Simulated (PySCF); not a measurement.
Job file and geometry (Å, from GFN2-xTB) of an NMR shielding run on `C[C@@]1(F)C=CO[SiH2]C1=O`, C5H7FO2Si, PySCF 2.14.0, density-fitted response routines, GIAO PBE0/pcSseg-1 NMR shielding, non-relativistic, gas phase; density fitting, a coarse starting grid and PySCF grid level 2 are the driver's defaults:

```
$ OMP_NUM_THREADS=1 python probes_run.py task.json out

{"job": {"kind": "nmr", "xc": "PBE0", "basis": "pcSseg-1"}, "charge": 0, "multiplicity": 1}
C     -2.039981    -0.722884    -0.282668
C     -0.622176    -0.191871    -0.323620
F     -0.210832    -0.085697    -1.669434
C     -0.459963     1.164867     0.307655
C      0.730160     1.739218     0.443490
O      1.911607     1.180770     0.127263
Si     2.165584    -0.430056    -0.111666
C      0.418703    -1.096965     0.336825
O      0.122078    -1.951443     1.132414
H     -2.333282    -0.869395     0.753139
H     -2.085997    -1.678604    -0.799459
H     -2.719371    -0.022295    -0.762094
H     -1.353576     1.694382     0.590812
H      0.837638     2.743431     0.835037
H      3.116365    -0.821643     0.915732
H      2.515444    -0.642871    -1.504837
```

Problem. Write the output of this run.

Solution. 
```
coarse grid: 14656 points
cycle   1  E = -733.5783324516  dE =  1.515e+00  |g| = 1.035e+00  |ddm| = 3.763e+00
cycle   2  E = -733.0543923565  dE =  5.239e-01  |g| = 1.970e+00  |ddm| = 2.645e+00
cycle   3  E = -733.7614319076  dE = -7.070e-01  |g| = 2.659e-01  |ddm| = 2.053e+00
cycle   4  E = -733.7746389360  dE = -1.321e-02  |g| = 9.594e-02  |ddm| = 2.833e-01
cycle   5  E = -733.7761272706  dE = -1.488e-03  |g| = 2.579e-02  |ddm| = 8.608e-02
cycle   6  E = -733.7762603559  dE = -1.331e-04  |g| = 7.169e-03  |ddm| = 2.589e-02
cycle   7  E = -733.7762687755  dE = -8.420e-06  |g| = 3.225e-03  |ddm| = 8.651e-03
cycle   8  E = -733.7762712108  dE = -2.435e-06  |g| = 7.739e-04  |ddm| = 3.166e-03
final grid: 139592 points
cycle   9  E = -733.8574049180  dE = -2.055e-05  |g| = 1.470e-02  |ddm| = 3.089e-02
cycle  10  E = -733.8572998025  dE =  1.051e-04  |g| = 2.802e-02  |ddm| = 3.261e-02
cycle  11  E = -733.8574440814  dE = -1.443e-04  |g| = 2.896e-03  |ddm| = 2.253e-02
cycle  12  E = -733.8574457750  dE = -1.694e-06  |g| = 4.308e-04  |ddm| = 2.208e-03
cycle  13  E = -733.8574457986  dE = -2.361e-08  |g| = 1.996e-04  |ddm| = 5.216e-04
cycle  14  E = -733.8574458057  dE = -7.069e-09  |g| = 5.335e-05  |ddm| = 2.045e-04
cycle  15  E = -733.8574458062  dE = -5.346e-10  |g| = 2.200e-05  |ddm| = 5.910e-05
converged SCF energy = -733.8574458062

GIAO shielding tensors (ppm)
atom      isotropic    diamagn.    paramagn.     s11        s22        s33       span
  0 C      166.784     246.092     -79.307    153.170    162.502    184.682     31.512
  1 C       85.708     249.070    -163.362     62.627     73.800    120.696     58.069
  2 F      329.173     478.878    -149.705    297.009    314.097    376.415     79.406
  3 C       70.372     259.796    -189.424    -25.501    106.135    130.481    155.983
  4 C       29.851     247.203    -217.352    -73.431     53.096    109.888    183.319
  5 O      229.246     395.247    -166.002    122.461    236.263    329.012    206.551
  6 Si     390.771     879.853    -489.083    322.633    389.502    460.176    137.544
  7 C      -53.910     253.467    -307.377   -149.861    -99.376     87.507    237.367
  8 O     -460.201     399.692    -859.893  -1312.360   -450.197    381.955   1694.315
  9 H       30.131      30.109       0.022     26.391     27.724     36.279      9.888
 10 H       30.340      29.473       0.867     26.657     27.818     36.545      9.888
 11 H       30.297      29.509       0.789     26.626     28.777     35.490      8.864
 12 H       26.648      33.611      -6.963     24.230     26.199     29.514      5.284
 13 H       25.112      28.575      -3.464     21.726     26.096     27.512      5.786
 14 H       27.060      28.540      -1.480     23.859     25.045     32.277      8.417
 15 H       26.003      28.905      -2.902     22.848     24.852     30.308      7.460
```

Problem. Turn these shieldings into chemical shifts. References, each an isolated molecule treated in the same way: 13C (σref 186.93), 29Si (σref 349.16), 1H (σref 31.72) vs TMS; 19F (σref 170.95) against CFCl3; 17O (σref 336.08) against H2O.

Solution. Averaging equivalent atoms: C 7: 240.8; C 4: 157.1; C 3: 116.6; C 1: 101.2; C 0: 20.1; F 2: -158.2; O 8: 796.3; O 5: 106.8; Si 6: -41.6; H 13: 6.61; H 15: 5.71; H 12: 5.07; H 14: 4.66; H 9/10/11: 1.46 ppm. Unscaled 19F shifts against computed CFCl3 carry errors that often reach 10 to 50 ppm. Unscaled 17O shifts of doubly bonded oxygen tend to come out too high, by tens of ppm or more. Experimental scales use liquid or dissolved standards, which lie at an offset from isolated H2O (liquid H2O: subtract about 36 ppm).

Size and cost of the density-fitted run: 195 basis functions, 50 s wall time on 1 thread of an Arm Neoverse V1, shared host; peak memory 0.85 GiB.
